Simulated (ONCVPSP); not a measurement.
# cerium (Ce): excitation energies, all-electron against ONCV

```json
{
 "Element": "Ce",
 "Generator": "ONCVPSP 4.0.1",
 "Type": "optimised norm-conserving Vanderbilt (ONCV)",
 "Functional": "PBE",
 "Relativity": "fully relativistic",
 "Frozen core": "[Kr] 4d10",
 "Valence charge": "12",
 "Reference configuration": "4f1 5s2 5p6 5d1 6s2",
 "Partial waves": "5s+6s: rc 2.75 bohr, ncon 3, nbas 7, qcut 4 1/bohr, 2 projectors; 5p: rc 2.60 bohr, ncon 4, nbas 8, qcut 4.2 1/bohr, 2 projectors, debl 3 Ha; 5d: rc 3.20 bohr, ncon 4, nbas 8, qcut 5.5 1/bohr, 2 projectors, debl 1.2 Ha; 4f: rc 1.85 bohr, ncon 4, nbas 8, qcut 7.6 1/bohr, 2 projectors, debl 1.2 Ha",
 "Local potential": "polynomial inside 1.60 bohr (lpopt 5, dvloc0 0 Ha)",
 "Core correction": "Teter function, fcfact 5.75, rcfact 1.4"
}
```

Open shells are filled in proportion to 2j + 1.

Energies are relative to the spin-unpolarised reference configuration 4f1 5s2 5p6 5d1 6s2; without spin polarisation the order of configurations can differ from experiment.

Question: Give the all-electron excitation energy and the error of the potential for: 4f1 5s2 5p6 5d1 6s1; 4f1 5s2 5p6 5d1 6s0; 4f1 5s2 5p6 5d0 6s0; 4f1 5s1 5p6 5d1 6s2.

Answer:

```csv
valence configuration,charge,ΔE all-electron (eV),error AE − PS (meV)
4f1 5s2 5p6 5d1 6s1,+1,6.071,-0.8
4f1 5s2 5p6 5d1 6s0,+2,17.150,-7.2
4f1 5s2 5p6 5d0 6s0,+3,36.317,+3.3
4f1 5s1 5p6 5d1 6s2,+1,45.698,-305
```

Levels in the configuration 4f1 5s2 5p6 5d1 6s1:

```json
{"level": "4f j=7/2", "all-electron (eV)": "-11.135", "pseudo (eV)": "-11.148"}
{"level": "4f j=5/2", "all-electron (eV)": "-11.468", "pseudo (eV)": "-11.481"}
{"level": "5s j=1/2", "all-electron (eV)": "-46.440", "pseudo (eV)": "-46.465"}
{"level": "5p j=3/2", "all-electron (eV)": "-28.267", "pseudo (eV)": "-28.268"}
{"level": "5p j=1/2", "all-electron (eV)": "-31.019", "pseudo (eV)": "-31.023"}
{"level": "5d j=5/2", "all-electron (eV)": "-8.467", "pseudo (eV)": "-8.461"}
{"level": "5d j=3/2", "all-electron (eV)": "-8.697", "pseudo (eV)": "-8.691"}
{"level": "6s j=1/2", "all-electron (eV)": "-8.488", "pseudo (eV)": "-8.491"}
```

Note: no bound ghost flagged; GHOST(+) flagged for s at 24.8 eV, p3/2 at 132.4 eV.
